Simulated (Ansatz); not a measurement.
Harmonic frequencies (cm⁻¹) at PBE0-D4/def2-TZVP from Ansatz: 46, 89, 234, 372, 452, 540, 573, 688, 1057, 1242, 1259, 1462, 1880, 3055, 3116.

Each molecule was computed in one conformer, which needn't be the lowest.

(1) Which molecule is it?
A. `F[CH2][InH][F]`
B. `COC#N`
C. `[CH3][In]([F])[F]`
D. `F[CH](F)[InH2]`

Results:

(1) A.
